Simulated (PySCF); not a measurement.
C2H5ClFNSi, SMILES N[Si@H](Cl)/C=C/F.

The structure is a stationary point at ωB97X-D3(BJ)/def2-SVP. The structure was generated by enumeration; whether it is a known compound was not checked. One conformer was computed; it need not be the lowest.

All values below come from TDDFT-CAM-B3LYP/def2-SVPD (PySCF).

Vertical excitations. The molecule is in vacuum.

### Question
Give excitation energies, oscillator strengths and character. (An estimate is asked for; the answer gives what the named calculation found.)

### Answer

| state | energy (eV) | λ (nm) | f | main pairs |
|---|---|---|---|---|
| S1 | 6.74 | 184 | 0.042 | HOMO→LUMO 54 %, HOMO−1→LUMO 32 % |
| S2 | 7.08 | 175 | 0.303 | HOMO−1→LUMO 50 %, HOMO→LUMO 39 % |
| S3 | 7.42 | 167 | 0.006 | HOMO−2→LUMO 72 % |
| S4 | 7.61 | 163 | 0.021 | HOMO−1→LUMO+1 32 %, HOMO→LUMO+1 22 %, HOMO−1→LUMO 13 %, HOMO−1→LUMO+2 10 % |
| S5 | 7.73 | 160 | 0.033 | HOMO→LUMO+1 32 %, HOMO→LUMO+2 32 %, HOMO→LUMO+3 10 %, HOMO−1→LUMO+1 9 % |
| S6 | 8.02 | 155 | 0.005 | HOMO−3→LUMO 54 %, HOMO→LUMO+2 13 %, HOMO−2→LUMO 10 % |
| S7 | 8.07 | 154 | 0.053 | HOMO→LUMO+2 29 %, HOMO−3→LUMO 19 %, HOMO→LUMO+3 15 %, HOMO−1→LUMO+1 13 % |
| S8 | 8.13 | 152 | 0.047 | HOMO→LUMO+5 37 %, HOMO→LUMO+4 19 %, HOMO−1→LUMO+2 12 % |
| S9 | 8.19 | 151 | 0.022 | HOMO−1→LUMO+2 46 %, HOMO−1→LUMO+5 12 %, HOMO→LUMO+4 9 % |
| S10 | 8.35 | 149 | 0.001 | HOMO−4→LUMO 37 %, HOMO−6→LUMO 27 %, HOMO−5→LUMO 15 % |
| T1 | 4.26 | 291 | 0 | HOMO→LUMO 57 %, HOMO−1→LUMO 23 % |
| T2 | 6.41 | 193 | 0 | HOMO−1→LUMO 50 %, HOMO→LUMO 22 %, HOMO−1→LUMO+1 8 % |
| T3 | 7.08 | 175 | 0 | HOMO−2→LUMO 59 %, HOMO−4→LUMO 15 %, HOMO−3→LUMO 9 % |
| T4 | 7.30 | 170 | 0 | HOMO−1→LUMO+2 28 %, HOMO→LUMO+2 26 %, HOMO−1→LUMO+1 10 %, HOMO−1→LUMO 6 % |
Triplets are in the Tamm–Dancoff approximation, which puts them higher than full response would, so one can lie above its singlet here.
